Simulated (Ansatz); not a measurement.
Stepwise reaction of `C#[C][AlH2]` with water, as a gas-phase model of exchange steps in deposition or etching. ΔE in kJ/mol; ΔG adds harmonic PBE0-D4 terms to CCSD(T)/CBS, at 1 bar.

Computed with Ansatz on PBE0-D4/def2-TZVP structures; ΔE is electronic, products minus reactants. CCSD(T)/CBS adds triple-zeta CCSD(T) − MP2 to the extrapolated MP2 energy (def2 sets, frozen cores). This one scheme is used for every species. Functionals use def2-TZVPP. B3LYP here is the variant with VWN-RPA as its local correlation; programs differ in this. Each species was taken in one conformer, which may not be the lowest.

| step | reaction | PBE-D4 | B3LYP-D4 | ωB97M-V | CCSD(T)/CBS | ΔG(400 K) |
| --- | --- | --- | --- | --- | --- | --- |
| 1 | `C#[C][AlH2]` + H₂O → `C#[C][AlH][OH]` + H₂ | -121.1 | -126.3 | -125.0 | -124.0 | -123.5 |

Problem. Give the row of step 2, `C#[C][AlH][OH]` + H₂O → `C#[C][Al]([OH])[OH]` + H₂. (Estimate.)

Solution. Computed: 
| step | reaction | PBE-D4 | B3LYP-D4 | ωB97M-V | CCSD(T)/CBS | ΔG(400 K) |
| --- | --- | --- | --- | --- | --- | --- |
| 2 | `C#[C][AlH][OH]` + H₂O → `C#[C][Al]([OH])[OH]` + H₂ | -112.3 | -119.0 | -116.9 | -116.9 | -114.6 |

Problem. By hand: ΔE of the 2 steps together at CCSD(T)/CBS.

Solution. (-124.0) + (-116.9) = -240.9 kJ/mol, or -120.5 kJ/mol a step.

In ΔE each step is higher than the one before. All are downhill at CCSD(T)/CBS. ΔG lies between -123.5 and -114.6 kJ/mol a step. PBE-D4 differs from CCSD(T)/CBS by 2.9 to 4.6 kJ/mol a step. Isolated molecules leave out the surface, adducts and barriers. Largest T1 diagnostic: 0.014.
